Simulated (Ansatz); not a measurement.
Reactions of `BBCCCl`.

Computed with Ansatz on PBE0-D4/def2-TZVP structures; ΔE is electronic, products minus reactants. CCSD(T)/CBS is the MP2 limit (def2-TZVPP, def2-QZVPP) plus CCSD(T) − MP2 in def2-TZVPP, frozen cores. For Br, Zn outer-core shells are correlated without core-valence functions, which leaves a few kJ/mol of doubt a bond. Scalar relativity is left out up to krypton. One conformer a species, not always the lowest.

(1) Order these by ΔE at CCSD(T)/CBS, lowest first. (Best estimate.)
A. `BBCCCl` + `BNCC` → `BN(B)CC` + `BCCCl`
B. `BBCCCl` + HBr → `BBBr` + `CCCl`
C. `BBCCCl` + silanol → `[SiH3]OCCCl` + `BB`
D. `BBCCCl` + `C[NH][ZnH]` → `B[N](C)[ZnH]` + `BCCCl`
E. `BBCCCl` + silanol → `B[SiH2]O` + `BCCCl`

Largest T1 diagnostic: 0.016, for `B[N](C)[ZnH]`.

Results:

(1) D (-169.7 kJ/mol), A (-106.5 kJ/mol), B (-89.8 kJ/mol), E (+21.5 kJ/mol), C (+86.2 kJ/mol).
